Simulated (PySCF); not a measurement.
CH₄F₂GaN. Atoms are numbered in the order given.

```xyz
9

Ga     0.0172     0.3812     0.0000
F      0.9947     1.8223     0.0000
F     -1.7100     0.6158     0.0000
N      0.7183    -1.2626     0.0000
C     -0.0217    -2.5036     0.0000
H      1.7262    -1.3632     0.0000
H      0.1917    -3.1195     0.8919
H      0.1917    -3.1195    -0.8919
H     -1.1021    -2.2984     0.0000
```

Geometry: PBE0-D3(BJ)/def2-SVP. The structure was generated by enumeration; whether it is a known compound was not checked. The values are those of a single conformer.

Calculation: PBE0-D3(BJ)/def2-SVP run with PySCF.

Frequencies are harmonic and unscaled.

Give all harmonic wavenumbers and intensities. (An estimate is asked for; the answer gives what the named calculation found.)


```tsv
mode	ν (cm⁻¹)	IR (km/mol)	moving atoms (share of kinetic energy)
1	97	3.5	F 47 %, C 26 %, H 14 %, Ga 13 %
2	105	0.6	N 37 %, H 25 %, C 18 %, F 17 %
3	141	8.7	H 84 %
4	191	37.5	Ga 38 %, F 33 %, N 18 %, H 11 %
5	191	33.2	F 81 %, Ga 13 %
6	308	9.5	N 29 %, C 29 %, H 18 %, Ga 15 %, F 9 %
7	461	84.1	H 92 %
8	646	3.4	F 43 %, N 39 %, H 11 %
9	732	86.4	F 46 %, Ga 27 %, N 16 %
10	746	77.4	F 72 %, Ga 28 %
11	1095	8.2	H 85 %, C 11 %
12	1137	0.5	H 77 %, C 19 %
13	1172	86.1	N 44 %, C 36 %, H 20 %
14	1390	30.4	H 66 %, N 24 %, C 10 %
15	1453	21.5	H 85 %, C 15 %
16	1466	3.4	H 97 %
17	1496	5.8	H 96 %
18	3020	74.3	H 97 %
19	3089	30.1	H 90 %, C 10 %
20	3150	8.8	H 91 %, C 9 %
21	3654	34.9	H 93 %
```
